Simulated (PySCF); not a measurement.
## Computed properties of CClF, SMILES F[C]Cl

CClF, SMILES F[C]Cl (connectivity only; charge and spin as stated), neutral, multiplicity 1. Geometry: r2SCAN-D4/def2-TZVP. The isomer is the one that the SMILES or the coordinates give; other isomers of the formula were not compared. One conformer was computed; it need not be the lowest. All values are computed for the isolated molecule unless a solvent is named; none is compared with measurement here.

**Structure.** The optimised structure has Cs symmetry. All 3 harmonic modes at r2SCAN-D4/def2-TZVP (PySCF) are real, so it is a minimum. With heavy atoms numbered as in [F:1][C:2][Cl:3], the shortest bond between them is F1–C2 at 1.300 Å and the longest C2–Cl3 at 1.758 Å.

**Vibrations.** The strongest infrared lines (harmonic, unscaled, degenerate partners summed) lie at 1161 cm⁻¹ (252 km/mol, C 61 %, F 38 %), 738 cm⁻¹ (227 km/mol, C 81 %, Cl 13 %), 443 cm⁻¹ (17 km/mol, F 49 %, Cl 40 %, C 10 %). The softest mode is at 443 cm⁻¹ and the zero-point energy is 3.3 kcal/mol.

**Electronic structure.** PBE0/def2-TZVPD (PySCF) places the frontier levels at -8.24 and -3.06 eV, a gap of 5.18 eV, and gives a dipole moment of 0.73 D and a mean polarisability of 30.3 bohr³.

**Excitations.** TDDFT-ωB97X/def2-TZVPD (PySCF) has S1 at 3.35 eV (370 nm, f = 0.008, weak); the most intense of the 10 singlets computed lies at 7.55 eV (f = 0.25). T1 (TDA) is at 1.76 eV. No vertical singlet excitation falls in the visible range (under 3.1 eV).

**NMR.** GIAO shifts at B3LYP/pcSseg-2 (PySCF) (non-relativistic, atoms alike by connectivity averaged): ¹³C at 476.8 ppm against TMS; ¹⁹F at 403.1 ppm against CFCl3. Without spin–orbit terms, shifts of atoms bonded to Cl or Br come out too high.
